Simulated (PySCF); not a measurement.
C2H4BrF3Si, SMILES FC(F)(F)[SiH2]CBr, singlet (GFN2-xTB optimised geometry):

```
11

F      0.864     0.568     0.000
C     -0.487     0.568     0.000
F     -0.861     0.063    -1.191
F     -0.864     1.856     0.000
Si    -1.209    -0.482     1.476
C     -0.317     0.148     3.039
Br    -1.201     1.786     3.651
H     -2.640    -0.205     1.509
H     -0.818    -1.856     1.171
H      0.726     0.408     2.872
H     -0.377    -0.554     3.866
```

Computed with CAM-B3LYP/def2-TZVP (PySCF).

Question: What are the frontier orbital energies and the dipole moment?

Answer: HOMO-2 -11.08 eV, HOMO-1 -9.66 eV, HOMO -9.42 eV, LUMO 0.25 eV, LUMO+1 0.94 eV; dipole moment 3.04 D.

Meta-Löwdin charges at CAM-B3LYP/def2-TZVP: F1 -0.29, C2 0.58, F3 -0.28, F4 -0.28, Si5 0.66, C6 -0.44, Br7 -0.09, H8 -0.08, H9 -0.09, H10 0.15, H11 0.15.
